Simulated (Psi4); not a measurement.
H$_{3}$Si$_{2}$ (SMILES [SiH][SiH2]), doublet, geometry from GFN2-xTB; M06-2X/cc-pVDZ (Psi4 1.11).

Here is a job for Psi4.
```
memory 2 GB

molecule {
0 2
  Si    1.03583218   -0.57410564    0.02759601
  Si   -0.91279373    0.45080866   -0.02322225
  H     2.01510290    0.57473686    0.02004404
  H    -1.72650590    1.69062149   -0.06058800
  H    -2.01113526   -0.53920072   -0.02068878
}

set basis cc-pvdz
set reference uks
set dft_basis_tolerance 1e-8

energy('m06-2x')
print_variables()
```

### Question
Predict the main parts of the log of this Psi4 run.

### Answer

```
   => Loading Basis Set <=

    Name: CC-PVDZ
    Role: ORBITAL
    Keyword: BASIS

         ---------------------------------------------------------
                                   SCF
               by Justin Turney, Rob Parrish, Andy Simmonett
                          and Daniel G. A. Smith
                              UKS Reference
         ---------------------------------------------------------

  ==> Geometry <==

    Molecular point group: c1
    Full point group: C1

    Geometry (in Angstrom), charge = 0, multiplicity = 2:

       Center              X                  Y                   Z               Mass
    ------------   -----------------  -----------------  -----------------  -----------------
         SI           1.006902071563    -0.545114742388     0.026567606783    27.976926534650
         SI          -0.941723838437     0.479799557612    -0.024250653217    27.976926534650
         H            1.986172791563     0.603727757612     0.019015636783     1.007825032230
         H           -1.755436008437     1.719612387612    -0.061616403217     1.007825032230
         H           -2.040065368437    -0.510209822388    -0.021717183217     1.007825032230

  Running in c1 symmetry.

  Rotational constants: A =      3.71476  B =      0.21525  C =      0.20346 [cm^-1]
  Rotational constants: A = 111365.68188  B =   6452.90427  C =   6099.47978 [MHz]
  Nuclear repulsion =   69.536931090583977

  Charge       = 0
  Multiplicity = 2
  Electrons    = 31
  Nalpha       = 16
  Nbeta        = 15

  ==> Algorithm <==

  SCF Algorithm Type is DF.
  DIIS enabled.
  MOM disabled.
  Fractional occupation disabled.
  Guess Type is SAD.
  Energy threshold   = 1.00e-06
  Density threshold  = 1.00e-06
  Integral threshold = 1.00e-12

  ==> Primary Basis <==

  Basis Set: CC-PVDZ
    Blend: CC-PVDZ
    Number of shells: 25
    Number of basis functions: 51
    Number of Cartesian functions: 53
    Spherical Harmonics?: true
    Max angular momentum: 2

  ==> DFT Potential <==

   => LibXC <=

    Version 7.1.2
    S. Lehtola, C. Steigemann, M. J. T. Oliveira, and M. A. L. Marques,  SoftwareX 7, 1–5 (2018) (10.1016/j.softx.2017.11.002)

   => Composite Functional: M06-2X <=

    Hybrid M06-2X Meta-GGA XC Functional  (10.1007/s00214-007-0310-x)
    Y. Zhao and D. G. Truhlar,  Theor. Chem. Acc., 120, 215, 2008

    Deriv               =              1
    GGA                 =           TRUE
    Meta                =           TRUE

[...]
      Ntotal   =   30.9999935175 ; deviation = -6.482e-06

   @Spin Contamination Metric:   4.309763957E-03
   @S^2 Expected:                7.500000000E-01
   @S^2 Observed:                7.543097640E-01
   @S   Expected:                5.000000000E-01
   @S   Observed:                5.000000000E-01

    Orbital Energies [Eh]
    ---------------------

    Alpha Occupied:

[...]
      16A     -0.270622

    Alpha Virtual:

[...]
    Beta Occupied:

[...]
    Beta Virtual:

[...]
    Final Occupation by Irrep:
              A
    DOCC [    15 ]
    SOCC [     1 ]
    NA   [    16 ]
    NB   [    15 ]

  @DF-UKS Final Energy:  -580.62052889603990

   => Energetics <=

    Nuclear Repulsion Energy =             69.5369310905839768
    One-Electron Energy =                -942.2368038008066833
    Two-Electron Energy =                 312.3870226322891881
    DFT Exchange-Correlation Energy =     -20.3076788181062895
    Empirical Dispersion Energy =           0.0000000000000000
    VV10 Nonlocal Energy =                  0.0000000000000000
    Total Energy =                       -580.6205288960397866

  UHF NO Occupations:
  HONO-2 :   14  A 1.9995336
  HONO-1 :   15  A 1.9988146
  HONO-0 :   16  A 1.0000000
  LUNO+0 :   17  A 0.0011854
  LUNO+1 :   18  A 0.0004664
  LUNO+2 :   19  A 0.0003710
  LUNO+3 :   20  A 0.0000697

Computation Completed

Properties will be evaluated at   0.000000,   0.000000,   0.000000 [a0]

Properties computed using the SCF density matrix

 Multipole Moments:

 ------------------------------------------------------------------------------------
     Multipole            Electronic (a.u.)      Nuclear  (a.u.)        Total (a.u.)
 ------------------------------------------------------------------------------------

 L = 1.  Multiply by 2.5417464519 to convert [e a0] to [Debye]
 Dipole X            :          1.4496698           -1.6947694           -0.2450996
 Dipole Y            :         -1.3269494            1.6983304            0.3713810
 Dipole Z            :          0.0490317           -0.0602456           -0.0112139
 Magnitude           :                                                    0.4451106

 ------------------------------------------------------------------------------------

  Variable Map:
  ----------------------------------------------------------------------------
[...]
  Array Variable Map:
  ----------------------------------------------------------------------------
[...]
[...]
```
